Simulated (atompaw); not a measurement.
## Plane-wave convergence, PAW (atompaw) potential for Br

bromine (Br), PAW, made with atompaw 4.2.0.5 (PBE, scalar-relativistic). Core [Ar] 3d10, reference 4s2 4p5. Waves: 4s (bound): rc 2.12 bohr; 4s channel at -1.15 Ry: rc 2.12 bohr; 4p (bound): rc 2.12 bohr; 4p channel at 0.25 Ry: rc 2.12 bohr; 4d channel at 0.15 Ry: rc 2.12 bohr. Local part: vpsmatchnc scheme with l = 3 at 0 Ry, radius 1.80 bohr. Core correction: smooth core density matched at 1.80 bohr. Augmentation charge: sinc compensation charge, radius 1.56 bohr; PAW radius 2.12 bohr; waves and projectors: custom rrkj vanderbiltortho.

The pseudo-atom Hamiltonian at the reference potential is diagonalised in spherical Bessel functions j_l(qr) that vanish at 20 bohr, with q² up to the cutoff. All-electron valence levels (Ry): 4s -1.4799, 4p -0.5777.

Q: How do the lowest levels (Ry) of each channel move with the cutoff, and are there ghosts?

A:

```csv
cutoff (Ry),s #1,s #2,s #3,p #1,p #2,d #1,d #2,f #1,f #2,Σ f·Δε (mRy)
8,-1.4774,-0.0335,0.0649,-0.5487,0.0317,0.0705,0.1531,0.1175,0.2500,150.0
10,-1.4792,-0.0336,0.0649,-0.5662,0.0312,0.0704,0.1528,0.1175,0.2500,59.2
12,-1.4797,-0.0336,0.0649,-0.5737,0.0310,0.0704,0.1526,0.1175,0.2500,20.2
18,-1.4799,-0.0336,0.0649,-0.5776,0.0309,0.0704,0.1525,0.1175,0.2500,0.7
21,-1.4799,-0.0337,0.0648,-0.5776,0.0309,0.0704,0.1525,0.1175,0.2500,0.4
25,-1.4799,-0.0339,0.0647,-0.5777,0.0309,0.0704,0.1525,0.1175,0.2500,0.3
400,-3.0052,-1.4799,-0.0335,-0.5777,0.0309,0.0704,0.1525,0.1175,0.2500,0.0
```

Result: ghost state, extra bound levels that the all-electron valence spectrum of the same l lacks: s at -40.9 eV (a true bound ghost makes a file unfit for plane-wave use); 10 mRy is reached at 15 Ry and 1 mRy at 18 Ry.
